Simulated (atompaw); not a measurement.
**Before and after: PAW (atompaw) potential for Hf**

- Element: Hf (Z = 72)
- Generator: atompaw 4.2.0.5
- Type: PAW
- Functional: PBE
- Relativity: scalar-relativistic
- Frozen core: [Xe] 4f14
- Valence charge: 4
- Reference configuration: 5d2 6s2 6p0
- Partial waves: 6s (bound): rc 3.00 bohr; 6s channel at 0.05 Ry: rc 3.00 bohr; 6p (bound, empty): rc 3.00 bohr; 6p channel at 3.1 Ry: rc 3.00 bohr; 5d (bound): rc 3.00 bohr; 5d channel at 1.15 Ry: rc 3.00 bohr
- Local potential: bessel scheme, radius 2.65 bohr
- Core correction: smooth core density matched at 2.25 bohr
- Augmentation charge: besselshape compensation charge, radius 2.40 bohr; PAW radius 3.00 bohr; waves and projectors: custom rrkj vanderbiltortho

Change: augmentation besselshape compensation charge, radius 2.40 bohr; PAW radius 3.00 bohr; waves and projectors: custom polynom2 7 10 vanderbiltortho.

Cutoffs: the cutoffs (Ry, on a coarse ladder) from which the occupation-weighted sum of valence levels, in a spherical-Bessel basis at the reference potential, stays within 10 and 1 mRy of its value at 400 Ry; they do not see the model core or the augmentation charge, which bear on the density cutoff.

What does the change do?

The potential gets harder (8 Ry and 12 Ry → 12 Ry and 35 Ry); the range in which the d phases agree narrows (upper end at the end of the scan → 2.0); neither file shows a bound ghost.

```csv
quantity,base,changed
"cutoff, loose",8 Ry,12 Ry
"cutoff, tight",12 Ry,35 Ry
loose cutoff by channel (10 mRy a level),"s 6 Ry, d 8 Ry","s 6 Ry, d 10 Ry"
bound ghosts,none,none
s: phases at 3.00 bohr within 0.05 rad from the reference energy up to (Ry; the scan ends near 5),2.6,2.5
p: phases at 3.00 bohr within 0.05 rad from the reference energy up to (Ry; the scan ends near 5),4.0,4.3
d: phases at 3.00 bohr within 0.05 rad from the reference energy up to (Ry; the scan ends near 5),to the end of the scan,2.0
lowest overlap eigenvalue by channel,"s 0.40, p 0.76, d 0.18","s 0.59, p 0.98, d 0.90"
```

 The cutoffs see the waves, projectors and local potential, not the compensation charge or the core.
